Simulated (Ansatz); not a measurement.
The same molecule with X = C, Si, Sn. Ansatz, PBE0-D4/def2-TZVP geometries, multiplicity 1. Each molecule was computed in one conformer, which needn't be the lowest.

Elements past krypton have def2 core potentials. Scalar relativity is left out up to krypton.

```csv
X,molecule,mean X–Br bond length / Å,mean X–H bond length / Å,mean X–O bond length / Å,HOMO–LUMO gap (B3LYP/def2-TZVPP) / eV,LUMO energy (B3LYP/def2-TZVPP) / eV,zero-point energy (PBE0-D4/def2-TZVP) / kJ/mol
C,`OC(O)Br`,1.971,1.090,1.372,7.40,-0.38,124.2
Sn,`[OH][SnH]([OH])[Br]`,2.474,1.690,1.946,6.56,-1.85,89.4
```

(1) Give the row for X = Si, `O[SiH](O)Br`. (An estimate is asked.)

## Answers

(1) The calculation gave: 
| X | molecule | mean X–Br bond length / Å | mean X–H bond length / Å | mean X–O bond length / Å | HOMO–LUMO gap (B3LYP/def2-TZVPP) / eV | LUMO energy (B3LYP/def2-TZVPP) / eV | zero-point energy (PBE0-D4/def2-TZVP) / kJ/mol |
| --- | --- | --- | --- | --- | --- | --- | --- |
| Si | `O[SiH](O)Br` | 2.230 | 1.469 | 1.626 | 8.53 | 0.20 | 101.6 |

From C to Sn the mean X–Br bond length rises at each step, by 0.503 Å in all; the mean X–H bond length rises at each step, by 0.600 Å in all; the mean X–O bond length rises at each step, by 0.574 Å in all; the HOMO–LUMO gap (B3LYP/def2-TZVPP) isn't monotonic: highest at Si, lowest at Sn; the LUMO energy (B3LYP/def2-TZVPP) isn't monotonic: highest at Si, lowest at Sn; the zero-point energy (PBE0-D4/def2-TZVP) falls at each step, by 34.8 kJ/mol in all. Bonds lengthen as the atom grows down the group.

B3LYP here is the variant with VWN-RPA as its local correlation; programs differ in this.

Spin–orbit coupling is left out; it splits and shifts lone-pair levels of the heavy atoms by tenths of an eV.
